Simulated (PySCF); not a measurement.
## Fractional electron number in Pr²⁺ (praseodymium, charge +2)

The 4f alpha orbital of [Xe] 4f3 is emptied in steps (occupation f), with all orbitals relaxed, ending at [Xe] 4f2. Computed with PySCF 2.14 in def2-SVP with the def2 core potential (28 electrons) (10s6p4d3f1g, 78 functions), with scalar relativity through the core potential. The exact energy is a straight line in f; departures are measured from the line between the end points of the same method.

```tsv
f	UHF (eV)	LDA (eV)	PBE (eV)
1	0.000	0.000	0.000
0.8	0.552	-1.325	-1.290
0.6	0.808	-2.016	-1.950
0.4	0.789	-2.023	-1.966
0.2	0.514	-1.362	-1.321
0	0.000	0.000	0.000
```

Problem. For LDA, how does the orbital energy at f = 1 compare with the removal energy?

Solution. −ε = 14.712 eV against a total-energy difference of 22.905 eV. By Janak's theorem ε = ∂E/∂f, so the gap between them reflects the curvature. Along the path −ε is 17.861 (f = 0.8), 21.049 (f = 0.6), 24.495 (f = 0.4), 27.949 (f = 0.2) eV.

| method | E(f=0) − E(f=1) (eV) | −ε at f=1 (eV) | −ε at f=0.4 (eV) |
| --- | --- | --- | --- |
| UHF | 19.490 | 23.021 | 18.738 |
| LDA | 22.905 | 14.712 | 24.495 |
| PBE | 22.805 | 14.812 | 24.367 |

Reference removal energy between the ground levels: 21.624 eV (measured; NIST Atomic Spectra Database, ionization energies). The calculation has no spin-orbit coupling. The determinant left behind need not be the lowest term of the ion. UHF lacks correlation.
